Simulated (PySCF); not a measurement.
**How methods differ on the excitation energy of Si**

Si [Ne] 3s2 3p2 (3P) → Si [Ne] 3s1 3p3 (5S), as a difference of total energies. Calculation: PySCF 2.14, in x2c-QZVPPall (9s6p4d2f1g, 70 functions); scalar relativity by spin-free X2C-1e. Correlated levels: valence and next inner shell: 1s2 frozen. The calculations carry no spin-orbit coupling.

```tsv
method	excitation energy (cm⁻¹)
UHF	21398
MP2 (valence and next inner shell)	31087
SCS-MP2 (valence and next inner shell)	34731
CCSD (valence and next inner shell)	32304
CCSD(T) (valence and next inner shell)	32949
```

A first-order spin-orbit estimate (lowest level to lowest level, LS coupling) adds 0.016 eV.
